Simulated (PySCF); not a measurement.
## Correlation energy of V³⁺ (vanadium, charge +3)

[Ar] 3d2, high-spin 3F determinant. Calculation: PySCF 2.14, in x2c-QZVPPall; scalar relativity by spin-free X2C-1e. Frozen: [Ne]; 10 electrons correlated.

```
  level  correlation energy (mhartree)
   CCSD                        -290.15
    (T)                          -5.54
CCSD(T)                        -295.69
```

Diagnostics: T1 = 0.0031, D1 = 0.0064, largest double amplitude 0.030.

Cost of the coupled-cluster step: roughly 80 core-seconds, for 10 correlated electrons.

This basis was not built for core-valence correlation, so the inner-shell part is incomplete.
